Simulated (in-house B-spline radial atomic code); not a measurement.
# Ionising Ag6+ with different functionals

Computed with a B-spline radial code for spherical atoms: scalar-relativistic (spin-free X2C) Hamiltonian, Fermi nucleus of rms radius 4.5454 fm, spin-polarised at highest spin, spherical fractional occupations for the functionals, and exact exchange of hybrids averaged over the configuration. The ionisation energy is the difference of two self-consistent energies, [Kr] 4d5 → [Kr] 4d4, without Breit or QED terms; ε is the level of the shell that loses the electron (its least bound occupied spin orbital). There is no spin-orbit coupling in this Hamiltonian.

```
   method                    rung  ΔSCF (eV)  -ε(4d) (eV)
     PBE0           global hybrid     107.20       100.36
    B3LYP           global hybrid     107.02        99.64
    TPSSh           global hybrid     107.13        98.74
   M06-2X           global hybrid     106.59       102.71
BHandHLYP           global hybrid     107.03       102.78
  r2SCAN0           global hybrid          ?            ?
    B97-1           global hybrid     106.86        99.58
    HSE06  range-separated hybrid          ?            ?
    wB97X  range-separated hybrid     106.72       102.48
CAM-B3LYP  range-separated hybrid     106.96       101.59
  LC-wPBE  range-separated hybrid     107.04       102.95
```

(1) What does r2SCAN0 give?

(2) What does HSE06 give?

(3) Among the functionals, which spreads more, the ΔSCF values or the orbital energies?

(4) How do they compare with the NIST value?

## Answers

(1) ΔSCF 107.69 eV, and -ε(4d) = 100.91 eV.

(2) ΔSCF 107.17 eV, and -ε(4d) = 99.92 eV.

(3) The orbital energies: ΔSCF values span about 1.10 eV and the orbital energies 4.21 eV.

(4) NIST lists 106 eV ± 2 (tabulated theory, ground level to ground level). Errors run from +0.59 to +1.69 eV; all lie within about twice that uncertainty, so the table can't rank the methods.
